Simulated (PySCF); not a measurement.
This PySCF input asks for the NMR shieldings of `C=C[C@@H]1[CH2][AlH][C@H](CC)C1`, C8H15Al; the geometry comes from GFN2-xTB.

```python
import basis_set_exchange as bse
import numpy as np
from pyscf import gto, dft
from pyscf.prop import nmr

atoms = """
C     3.479772   -0.823468    0.780694
C     2.521157    0.058380    0.565279
C     1.345451   -0.159272   -0.332342
C     1.424379    0.787373   -1.560898
Al   -0.460887    0.530180   -2.154111
C    -1.189070   -0.274430   -0.458251
C    -2.511678    0.296216    0.077863
C    -2.934744   -0.321588    1.408034
C     0.024338    0.068618    0.435585
H     3.465749   -1.798315    0.320331
H     4.318010   -0.614793    1.424164
H     2.559611    1.032242    1.038577
H     1.351965   -1.198063   -0.688270
H     2.259077    0.485838   -2.202226
H     1.672519    1.797912   -1.207798
H    -1.214867    0.865540   -3.457015
H    -1.292896   -1.371493   -0.461870
H    -2.419506    1.380793    0.196111
H    -3.298817    0.118389   -0.662068
H    -3.016315   -1.402913    1.315951
H    -3.901424    0.068368    1.720987
H    -2.209387   -0.096816    2.186223
H    -0.026423    1.122322    0.727784
H     0.042250   -0.531256    1.349102
"""
names = dict.fromkeys(["C", "Al", "H"], "pcSseg-1")
basis = {el: gto.basis.parse(bse.get_basis(n, elements=[el], fmt="nwchem")) for el, n in names.items()}
mol = gto.M(atom=atoms, basis=basis, charge=0, verbose=0)
mf = dft.RKS(mol, xc="PBE0")
mf.grids.level = 2
mf.grids.alignment = dft.numint.BLKSIZE   # the property module wants whole blocks of grid points
mf.conv_tol = 1e-9
mf.kernel()

calc = nmr.RKS(mf)   # GIAO
C = mf.mo_coeff
Co = C[:, mf.mo_occ > 0]
resp = mf.gen_response(singlet=True, hermi=2)
def vind(x):   # induced exchange potential for any number of trial vectors
    d = np.einsum("pi,xij,qj->xpq", C, 2 * x.reshape(-1, C.shape[1], Co.shape[1]), Co, optimize=True)
    return np.einsum("xpq,pi,qj->xij", resp(d - d.transpose(0, 2, 1)), C, Co, optimize=True).ravel()
mo1, _ = nmr.rhf.solve_mo1(calc, with_cphf=vind)
sigma = calc.kernel(mo1)
for i, s in enumerate(sigma):   # ppm
    w = np.linalg.eigvalsh((s + s.T) / 2)
    print("%2d %-2s iso %8.1f  s11 %8.1f  s22 %8.1f  s33 %8.1f" % (i, mol.atom_pure_symbol(i), w.mean(), *w))
```

**Question.** What are the results?

**Answer.** 
```
 0 C  iso     71.3  s11    -36.1  s22     91.8  s33    158.0
 1 C  iso     29.8  s11    -96.0  s22     45.2  s33    140.2
 2 C  iso    133.7  s11    119.5  s22    127.6  s33    154.0
 3 C  iso    161.9  s11    146.5  s22    158.3  s33    181.0
 4 Al iso    247.1  s11    204.1  s22    218.5  s33    318.6
 5 C  iso    150.8  s11    132.8  s22    145.7  s33    174.1
 6 C  iso    157.8  s11    149.6  s22    154.3  s33    169.4
 7 C  iso    168.9  s11    150.5  s22    170.0  s33    186.1
 8 C  iso    141.5  s11    123.2  s22    141.7  s33    159.6
 9 H  iso     26.5  s11     22.8  s22     25.5  s33     31.1
10 H  iso     26.6  s11     23.6  s22     25.3  s33     31.0
11 H  iso     25.6  s11     22.1  s22     25.4  s33     29.4
12 H  iso     30.0  s11     26.8  s22     28.9  s33     34.1
13 H  iso     30.8  s11     26.3  s22     29.0  s33     37.1
14 H  iso     31.4  s11     27.7  s22     29.3  s33     37.1
15 H  iso     25.8  s11     22.9  s22     23.4  s33     31.0
16 H  iso     30.9  s11     26.3  s22     31.1  s33     35.4
17 H  iso     30.5  s11     25.8  s22     30.3  s33     35.3
18 H  iso     29.6  s11     23.4  s22     29.1  s33     36.2
19 H  iso     31.0  s11     27.2  s22     28.9  s33     36.8
20 H  iso     30.5  s11     25.8  s22     27.6  s33     38.2
21 H  iso     30.4  s11     25.3  s22     30.8  s33     35.0
22 H  iso     31.2  s11     26.8  s22     32.2  s33     34.7
23 H  iso     29.2  s11     23.6  s22     31.0  s33     32.9
```

These numbers come from an equivalent density-fitted implementation of the same equations, which agrees with the script to about 0.01 ppm for H and up to a few tenths of a ppm for heavy atoms, so last digits may differ.

Size and cost of the density-fitted run: 235 basis functions, 2 min wall time on 1 thread of an Arm Neoverse N1, shared host; peak memory 1.1 GiB.
